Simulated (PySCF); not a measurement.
A structure optimised at r2SCAN-D4/def2-SVP, used in a PySCF frequency run:

```xyz
8

In    -0.0206    -0.0925     0.0901
Cl    -0.1924    -1.0629     2.1946
Cl     0.6052     2.1493    -0.1625
O     -0.4502    -1.1348    -1.5418
C     -0.2802    -0.5863    -2.8343
H      0.5992    -1.0336    -3.3337
H     -1.1722    -0.8215    -3.4420
H     -0.1491     0.5123    -2.8429
```
Charge 0, spin multiplicity 1.

Problem. Write its SMILES and formula.

Solution. C[O][In]([Cl])[Cl], CH3Cl2InO

Problem. What are its rotational constants (standard atomic weights)?

Solution. 2.1468, 1.4212, 0.85994 GHz
